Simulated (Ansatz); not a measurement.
Species: C9H7BFN, SMILES `Bc1cc(F)cc2cccnc12` (charge 0, multiplicity 1).

Q: Give a relaxed geometry from B3LYP-D3(BJ)/def2-SVP run with Ansatz (an electronic-structure program).

A: One answer among several that fit: the end point of this relaxation, one of several conformers (outside a Z-matrix the atoms follow the SMILES, hydrogens last).
Cartesian coordinates (Å) in one orientation:
```xyz
19

B     -2.221     1.765    -0.663
C     -1.414     0.494    -0.303
C     -2.096    -0.714    -0.163
C     -1.423    -1.904     0.173
F     -2.137    -3.031     0.295
C     -0.064    -1.932     0.375
C      0.683    -0.732     0.243
C      2.090    -0.693     0.437
C      2.755     0.502     0.293
C      2.003     1.657    -0.044
N      0.702     1.656    -0.230
C      0.015     0.493    -0.096
H     -1.708     2.843    -0.774
H     -3.412     1.645    -0.832
H     -3.177    -0.759    -0.312
H      0.429    -2.872     0.634
H      2.622    -1.612     0.696
H      3.836     0.574     0.433
H      2.517     2.620    -0.162
```
